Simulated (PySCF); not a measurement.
## Spinor energies of Au (gold, neutral)

Start: [Xe] 4f14 5d9 6s1 7s1; 5d3/2 filled at m_j = -3/2, -1/2, +1/2, +3/2; 5d5/2 filled at m_j = -3/2, -1/2, +1/2, +3/2, +5/2; 6s1/2 filled at m_j = +1/2; 7s1/2 filled at m_j = +1/2. Calculated with PySCF 2.14 in x2c-SVPall-2c with one added diffuse shell each of s, d type (8s9p10d2f, 99 functions): generalised Hartree-Fock with the X2C-1e Hamiltonian and a Gaussian nucleus; one run each with spin-orbit coupling (SO) switched off, then screened by Boettger's factors. This is a chosen level, not necessarily the ground level.

```tsv
spinor shell	electrons	ε, spin-free (eV)	ε, screened SO (eV)	weight of nominal j (screened SO)	rms radius, screened SO (bohr)
1s1/2	2	-81179.6	-81148.7	1.000	0.0191
2s1/2	2	-14482.2	-14472.5	1.000	0.0769
2p1/2	2	-12534.0	-13856.0	1.000	0.0651
2p3/2	4	-12534.0	-12014.5	1.000	0.0731
3s1/2	2	-3493.2	-3489.9	1.000	0.196
3p1/2	2	-2919.0	-3213.6	1.000	0.188
3p3/2	4	-2919.0	-2800.8	1.000	0.204
3d3/2	4	-2295.5	-2345.8	1.000	0.180
3d5/2	6	-2295.5	-2258.7	1.000	0.183
4s1/2	2	-801.44	-800.43	1.000	0.432
4p1/2	2	-609.91	-681.21	1.000	0.438
4p3/2	4	-609.91	-581.04	1.000	0.471
4d3/2	4	-374.77	-385.46	1.000	0.487
4d5/2	6	-374.77	-366.58	1.000	0.496
5s1/2	2	-135.74	-135.57	1.000	0.998
4f5/2	6	-111.75	-113.47	0.999	0.544
4f7/2	8	-111.75	-109.62	0.999	0.546
5p1/2	2	-82.275	-94.371	0.998	1.13
5d3/2	4	-20.031	-21.324	0.954	1.61
5d5/2	5	-20.031	-19.055	0.963	1.67
6s1/2	1	-13.460	-13.472	0.996	2.82
7s1/2	1	-2.448	-2.448	0.999	7.99
```

(1) Where does 5p3/2 lie, and what is the 5p spin-orbit splitting (screened SO)?

```csv
quantity,spin-free,screened SO
E (hartree),-18996.20492,-19025.36073
M_J,7/2,7/2
⟨J²⟩,15.759,15.759
⟨L²⟩,6.008,6.145
⟨S²⟩,3.751,3.891
```

Each row is a mean over spinors that exchange with the open shell spreads, by up to 4.688 eV (5p3/2).

Breit and QED terms are absent; they matter most for the inner s and p1/2 levels.

Densities and radii are taken from the X2C orbitals without a picture-change correction, which distorts them close to the nucleus.

Without spin-orbit coupling the j labels of p, d and f shells carry no meaning; the spin-free column gives the mean over the occupied spinors of each nl shell.

Results:

(1) At -77.170 eV, 17.201 eV above 5p1/2.
